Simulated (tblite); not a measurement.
Cl4Ge, charge -1, doublet, at a GFN2-xTB geometry (a state made from the parent by changing its charge; the spin is typed, not shown lowest); GFN1-xTB (tblite).

Input for tblite:
```
$ tblite run mol.xyz --method gfn1 --charge -1 --spin 1 --json tblite.json --no-restart

# file mol.xyz
5

Cl    -0.73927498    -1.61454827    -1.82718074
Ge    -0.19848263    -0.16397815     0.08629560
Cl     2.05412351    -0.43159502     0.15916763
Cl    -0.31402701     1.86919085    -0.91572080
Cl    -0.62720716     0.48561719     2.42129515
```

The log (banner, timings and long lists left out):

```
xTB calculator
 | screened Coulomb repulsion
 | Coulomb electrostatics
 |  * isotropic Klopman-Ohno-Mataga-Nishimoto electrostatics
 |  * onsite third-order electrostatics
 | DFT-D3(BJ) dispersion correction

halogen bonding energy    0.0000000000000E+00 Eh
repulsion energy          4.7486131079622E-03 Eh
dispersion energy        -3.0769950660844E-03 Eh
number of electrons       3.3000000000000E+01 e
integral cutoff           4.0000000000000E+01 bohr

------------------------------------------------------------
  cycle        total energy    energy error   density error
------------------------------------------------------------
      1     -18.71969478518  -1.8721366E+01   4.6265440E-01
      2     -18.82320672598  -1.0351194E-01   3.0465087E-01
      3     -18.95153410033  -1.2832737E-01   2.3198031E-01
      4     -19.07125739932  -1.1972330E-01   8.4662233E-02
      5     -19.09487478687  -2.3617388E-02   1.4665759E-02
      6     -19.09552065158  -6.4586471E-04   4.8763862E-03
      7     -19.09559662003  -7.5968446E-05   7.4445594E-04
      8     -19.09559723261  -6.1258531E-07   5.1643386E-04
      9     -19.09559777189  -5.3927264E-07   2.8778175E-04
     10     -19.09559804100  -2.6911930E-07   1.8437849E-05
------------------------------------------------------------

electronic energy        -1.9097269659046E+01 Eh
total energy             -1.9095598041004E+01 Eh

Post processing:
 | Mayer-Wiberg bond orders

[Info] JSON dump of results written to 'tblite.json'
```
